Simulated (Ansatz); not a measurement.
The same path of CH2FTe (5 atoms, charge -1, multiplicity 1) was run twice with different band settings. The coordinate that changes most is the height of C2 over the plane of its neighbours.

These are results of Ansatz, RKS BHLYP-D4/def2-SVP, not measurements.

Relaxed end points:

```xyz
5
Properties=species:S:1:pos:R:3
F -1.443 -0.538 0.822
C -0.527 -0.670 -0.231
Te 1.196 0.813 0.219
H 0.071 -1.560 0.081
H 0.703 1.954 -0.890
```

```xyz
5
Properties=species:S:1:pos:R:3
F -1.526 -0.546 0.699
C -0.181 -0.895 0.532
Te 1.078 0.916 0.336
H -0.144 -1.310 -0.495
H 0.773 1.836 -1.072
```

Common settings: movable images 9; climbing image yes; spring 5.0 eV/Å²; optimiser quadratic models (default); force threshold 0.03 eV/Å; end points relaxed.

| run | start path | iteration limit |
| --- | --- | --- |
| 1 | through a guess of the saddle point | 50 |
| 2 | straight line | 60 |

Q: What does each run give, and how far can it be trusted?

A: Run 1: converged after 8 iterations, highest image 0.516 eV above the first end. A vibrational analysis at the climbing image gives one clearly imaginary mode, 620i cm⁻¹: a first-order saddle point.
Run 2: converged after 9 iterations, highest image 0.516 eV above the first end. Another band between the same ends (9 images) ends at a top of the same energy, where a vibrational analysis finds 1 clearly imaginary mode.
Limits of this set-up: an anion without diffuse functions, the dipole of an ion depends on the origin.
